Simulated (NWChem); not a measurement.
## Basis-set convergence for germylsilane (H6GeSi)

```xyz
8

Si     0.0617     1.6043     0.0000
Ge    -0.0299    -0.7770     0.0000
H      0.7827     2.0914     1.2154
H      0.7827     2.0914    -1.2154
H     -1.3209     2.1722     0.0000
H     -0.7716    -1.2892     1.2495
H     -0.7716    -1.2892    -1.2495
H      1.3910    -1.3725     0.0000
```
Charge 0, spin multiplicity 1.

All runs are NWChem calculations. The geometry was optimised at PBE0/def2-SVP, a minimum by its harmonic frequencies.

Quantity: LUMO energy at the level PBE0.

The Hamiltonian is non-relativistic. The Pople sets run with spherical d functions.

| basis | functions | LUMO energy (eV) |
|---|---|---|
| STO-3G | 33 | 6.23 |
| 3-21G | 47 | 0.81 |
| 6-31G* | 62 | ? |
| cc-pVDZ | 75 | 0.66 |
| def2-SVPD | 110 | 0.05 |
| def2-TZVPD | 151 | -0.01 |
| cc-pVTZ | 161 | 0.44 |
| pcseg-2 | 161 | 0.16 |
| def2-TZVPP | 174 | ? |
| aug-cc-pVTZ | 247 | ? |

Task: What belongs in the gaps?

Result: 
- 6-31G*, LUMO energy (eV): 0.64
- def2-TZVPP, LUMO energy (eV): 0.34
- aug-cc-pVTZ, LUMO energy (eV): -0.26
